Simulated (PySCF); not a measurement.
CCl3, SMILES Cl[C](Cl)Cl (connectivity only; charge and spin as stated), charge +1, multiplicity 1.

Geometry: PBE0-D3(BJ)/def2-SVP. The spin state was assumed, not searched. The isomer is the one that the SMILES or the coordinates give; other isomers of the formula were not compared.

Two levels are set side by side: TDDFT-PBE/def2-SVPD (PySCF) and ADC(2)/aug-cc-pVDZ (PySCF). Vertical, same geometry; the bases differ. Differences are taken from unrounded values.

| quantity | TDDFT-PBE |
|---|---|
| lowest singlet excitation (eV) | 3.31 |

Question: These are the TDDFT-PBE values. What does ADC(2) give? (Estimate from the structure and the level; the computed values follow.)

Answer: 
```tsv
quantity	ADC(2)	TDDFT-PBE minus ADC(2)
lowest singlet excitation (eV)	3.68	-0.37
```

Functionals without exact exchange tend to place singlet excitations lower, as here. Differences between two approximate levels are no errors against the true value.

Rough cost on one machine, each run with all the roots and properties that it gave: ADC(2) against TDDFT-PBE about 10 times.
